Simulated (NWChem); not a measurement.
Species: MoO₄ (charge -2); SMILES [O]=[Mo-2](=[O])(=[O])=[O]

No frequency run checked for a minimum. The highest occupied level is positive, so the extra electron may be held by the finite basis. def2 effective core potentials on Mo; no spin-orbit coupling.

### Question
Give the equilibrium geometry at B3LYP/def2-SVPD with def2 effective core potentials on Mo (NWChem) as an XYZ file, with the point group.

### Answer
point group Td; any orientation.
```
5

Mo     0.0000     0.0000     0.0000
O      1.6774     0.0000     0.6079
O     -0.3837    -1.6013    -0.6866
O     -1.1194     0.3548     1.3432
O     -0.1743     1.2465    -1.2645
```
